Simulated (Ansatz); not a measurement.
Relaxation of ClF$_{5}$HMo (8 atoms, charge 0, multiplicity 2), to a largest force component of 0.03 eV/Å in at most 50 steps.

Theory: Ansatz 0.2.0, UHF/def2-SVP.

```xyz
8
Properties=species:S:1:pos:R:3
Mo 0.000 0.001 -0.320
F 0.004 0.276 2.627
F 1.665 0.068 0.311
F 0.000 1.843 -0.433
F -1.664 0.067 0.313
Cl 0.000 -2.318 -0.135
F 0.000 -0.085 -2.117
H -0.004 -0.392 3.244
```

**Question.** Where does it end, and by what steps?

**Answer.** The forces met the threshold. After 8 steps the energy has fallen by 0.192 eV; H8 moved furthest, 0.58 Å. Joined: Mo1–F2 (2.96 → 2.35 Å).

| step | energy less start (eV) | largest force component (eV/Å) | accepted |
| --- | --- | --- | --- |
| 0 | 0.0000 | 0.297 | yes |
| 1 | -0.0540 | 0.884 | yes |
| 2 | -0.1111 | 0.809 | yes |
| 3 | -0.1283 | 1.110 | yes |
| 4 | -0.1773 | 0.408 | yes |
| 5 | -0.1900 | 0.129 | yes |
| 6 | -0.1917 | 0.105 | yes |
| 7 | -0.1923 | 0.044 | yes |
| 8 | -0.1924 | 0.009 | yes |

```xyz
8
Properties=species:S:1:pos:R:3
Mo 0.001 0.052 -0.122
F 0.005 0.219 2.218
F 1.737 0.122 0.314
F 0.000 1.890 -0.280
F -1.733 0.122 0.321
Cl 0.001 -2.261 0.258
F -0.003 -0.123 -1.911
H -0.009 -0.561 2.692
```

Whether the end is a true minimum wasn't checked by a vibrational analysis.

The run took 43 s on 4 threads of Arm Neoverse V2 (shared host), peak memory 0.62 GiB.
